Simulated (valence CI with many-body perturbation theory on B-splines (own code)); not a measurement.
# Energy levels of Ag⁴⁰⁺

Computed by configuration interaction combined with many-body perturbation theory (CI+MBPT): five valence electrons over a frozen Dirac-Fock core [He], radial functions for each j: 11 s, 11 p, 10 d, 8 f, 5 g, 2 h, with the one-electron correlation potential Σ1 (screened to all orders), the two-electron term Σ2, the three-electron term Σ3, Breit, model QED; selected single and double excitations, second order for the rest, scaled by the run's own slope (own B-spline code, finite nucleus).

The last digits are not significant, and no measured levels were compared; by estimate large intervals hold to a few tenths of a per cent, small ones and those within an open d or f shell to about a per cent. Among the levels kept, up to 7100 cm⁻¹ of a level comes from second order outside the variational space, and about a tenth of that is noise between levels of different J, which matters for small intervals.

Levels 46 to 90 of 206, with energies above the lowest level, (2s^2 2p1/2^2 2p3/2) J=3/2. "Leading %" is the weight of the configuration and term that name the level; weights of strongly mixed levels are sums over their largest components and can fall short. In the jj column 3d3/2^4 stands for four electrons in 3d with j = 3/2. Lifetimes count E1, E2, E3, M1 and M2 decay at the calculated energies, and are blank where another channel may lead or the interval is too uncertain; long ones can be off by a factor of two.

```csv
No.,Configuration,Term,J,E (eV),Leading %,Second component,Leading jj,Lifetime
46,2s²2p²3d,²G,9/2,3764.7,58,42 % 2s²2p²3d ⁴F,2s^2 2p1/2 2p3/2 3d5/2 (99 %),82.0 ps
47,2s²2p²3d,⁴P,3/2,3765.1,39,28 % 2s²2p²3d ²P,2s^2 2p1/2 2p3/2 3d3/2 (57 %),3.36 fs
48,2s²2p²3d,⁴D,5/2,3765.6,35,32 % 2s²2p²3d ²F,2s^2 2p1/2 2p3/2 3d5/2 (64 %),4.15 fs
49,2s²2p²3d,⁴P,1/2,3767.9,41,29 % 2s²2p²3d ²S,2s^2 2p1/2 2p3/2 3d3/2 (96 %),3.33 fs
50,2s²2p²3s,²P,3/2,3770.4,45,33 % 2s²2p²3s ²D,2s^2 2p3/2^2 3s (86 %),20.9 fs
51,2s2p³3s,⁴D°,1/2,3778.2,42,34 % 2s2p³3s ²P°,2s 2p1/2^2 2p3/2 3s (93 %),32.4 fs
52,2s²2p²3d,²D,5/2,3778.7,48,17 % 2s²2p²3d ⁴P,2s^2 2p1/2 2p3/2 3d5/2 (73 %),4.71 fs
53,2s2p³3p,⁶P,3/2,3778.8,33,23 % 2s2p³3p ⁴P,2s 2p1/2^2 2p3/2 3p1/2 (86 %),115 fs
54,2s²2p²3d,²F,7/2,3781.2,60,24 % 2s²2p²3d ²G,2s^2 2p1/2 2p3/2 3d5/2 (91 %),3.23 fs
55,2s2p³3s,²P°,3/2,3781.2,28,21 % 2s2p³3s ²D°,2s 2p1/2^2 2p3/2 3s (95 %),61.4 fs
56,2s2p³3p,⁶P,5/2,3781.9,22,14 % 2s2p³3p ⁴P,2s 2p1/2^2 2p3/2 3p1/2 (74 %),22.0 fs
57,2s²2p²3d,²D,3/2,3783.0,61,24 % 2s²2p²3d ²P,2s^2 2p1/2 2p3/2 3d5/2 (94 %),4.87 fs
58,2s²2p²3d,²P,1/2,3784.4,62,25 % 2s²2p²3d ²S,2s^2 2p1/2 2p3/2 3d5/2 (89 %),4.00 fs
59,2s²2p²3s,²S,1/2,3801.7,65,16 % 2s²2p²3s ⁴P,2s^2 2p3/2^2 3s (89 %),53.7 fs
60,2s²2p²3p,²P°,3/2,3828.9,26,22 % 2s²2p²3p ⁴P°,2s^2 2p3/2^2 3p1/2 (96 %),1.04 ps
61,2s2p³3p,⁶P,7/2,3829.7,44,39 % 2s2p³3p ⁴D,2s 2p1/2^2 2p3/2 3p3/2 (93 %),1.07 ps
62,2s2p³3p,⁴D,1/2,3830.4,35,26 % 2s2p³3p ²P,2s 2p1/2^2 2p3/2 3p1/2 (87 %),71.5 fs
63,2s²2p²3p,²D°,5/2,3832.4,44,24 % 2s²2p²3p ²F°,2s^2 2p3/2^2 3p1/2 (96 %),2.58 ps
64,2s2p³3p,⁴F,3/2,3832.8,29,17 % 2s2p³3p ²D,2s 2p1/2^2 2p3/2 3p1/2 (94 %),59.9 fs
65,2s2p³3p,⁴P,3/2,3836.2,38,24 % 2s2p³3p ²P,2s 2p1/2^2 2p3/2 3p3/2 (93 %),17.2 fs
66,2s2p³3p,⁴P,5/2,3845.7,37,22 % 2s2p³3p ⁶P,2s 2p1/2^2 2p3/2 3p3/2 (91 %),20.1 fs
67,2s2p³3p,⁴P,1/2,3850.1,41,29 % 2s2p³3p ²P,2s 2p1/2^2 2p3/2 3p3/2 (86 %),10.1 fs
68,2s²2p²3p,²P°,1/2,3861.6,67,16 % 2s²2p²3p ²S°,2s^2 2p3/2^2 3p1/2 (75 %),1.58 ps
69,2s²2p²3p,²D°,5/2,3871.1,50,33 % 2s²2p²3p ⁴P°,2s^2 2p3/2^2 3p3/2 (94 %),1.38 ps
70,2s²2p²3p,⁴D°,7/2,3871.4,55,40 % 2s²2p²3p ²F°,2s^2 2p3/2^2 3p3/2 (93 %),2.28 ps
71,2s²2p²3p,²P°,1/2,3875.9,71,16 % 2s²2p²3p ²S°,2s^2 2p3/2^2 3p3/2 (76 %),2.98 ps
72,2s2p³3s,⁴D°,5/2,3885.6,38,34 % 2s2p³3s ⁶S°,2s 2p1/2 2p3/2^2 3s (78 %),35.3 fs
73,2s2p³3p,²D,5/2,3887.5,24,19 % 2s2p³3p ⁴F,2s 2p1/2^2 2p3/2 3p3/2 (95 %),29.2 fs
74,2s2p³3d,⁶D°,5/2,3889.5,28,27 % 2s2p³3d ⁴D°,2s 2p1/2^2 2p3/2 3d3/2 (80 %),108 fs
75,2s2p³3d,⁶D°,3/2,3891.0,42,18 % 2s2p³3d ⁴P°,2s 2p1/2^2 2p3/2 3d3/2 (92 %),28.5 fs
76,2s2p³3d,⁶D°,7/2,3891.3,36,21 % 2s2p³3d ⁴F°,2s 2p1/2^2 2p3/2 3d3/2 (72 %),212 fs
77,2s2p³3d,⁶D°,1/2,3891.8,45,38 % 2s2p³3d ⁴P°,2s 2p1/2^2 2p3/2 3d3/2 (92 %),94.5 fs
78,2s2p³3p,²P,3/2,3895.3,24,20 % 2s2p³3p ⁴D,2s 2p1/2^2 2p3/2 3p3/2 (94 %),31.3 fs
79,2s²2p²3p,²P°,3/2,3897.6,22,19 % 2s2p³3s ⁴S°,2s^2 2p3/2^2 3p3/2 (52 %),60.0 fs
80,2s2p³3p,⁴P,1/2,3898.9,49,13 % 2s2p³3p ²S,2s 2p1/2^2 2p3/2 3p3/2 (94 %),286 fs
81,2s2p³3d,⁶D°,9/2,3900.8,44,40 % 2s2p³3d ⁴F°,2s 2p1/2^2 2p3/2 3d5/2 (94 %),59.8 ps
82,2s2p³3s,⁴S°,3/2,3904.2,20,15 % 2s2p³3s ⁴D°,2s 2p1/2 2p3/2^2 3s (50 %),57.9 fs
83,2s²2p²3p,²P°,3/2,3913.9,55,13 % 2s²2p²3p ²D°,2s^2 2p3/2^2 3p3/2 (90 %),232 fs
84,2s2p³3s,⁴D°,7/2,3915.0,80,6 % 2s2p³3d ⁴D°,2s 2p1/2 2p3/2^2 3s (80 %),10.3 fs
85,2s2p³3d,⁴D°,5/2,3916.3,37,19 % 2s2p³3d ²D°,2s 2p1/2^2 2p3/2 3d5/2 (90 %),7.82 fs
86,2s2p³3d,⁴D°,3/2,3919.2,34,14 % 2s2p³3d ²D°,2s 2p1/2^2 2p3/2 3d5/2 (76 %),12.8 fs
87,2s2p³3d,⁴D°,7/2,3926.8,34,24 % 2s2p³3d ²F°,2s 2p1/2^2 2p3/2 3d5/2 (62 %),5.74 fs
88,2s2p³3s,²D°,5/2,3930.1,74,20 % 2s2p³3s ⁴D°,2s 2p1/2 2p3/2^2 3s (96 %),29.7 fs
89,2s2p³3d,⁴D°,1/2,3932.6,58,24 % 2s2p³3d ²P°,2s 2p1/2^2 2p3/2 3d5/2 (86 %),5.14 fs
90,2s2p³3p,⁶P,3/2,3940.8,18,13 % 2s²2p²3d ²D,2s 2p1/2 2p3/2^2 3p1/2 (54 %),7.17 fs
```
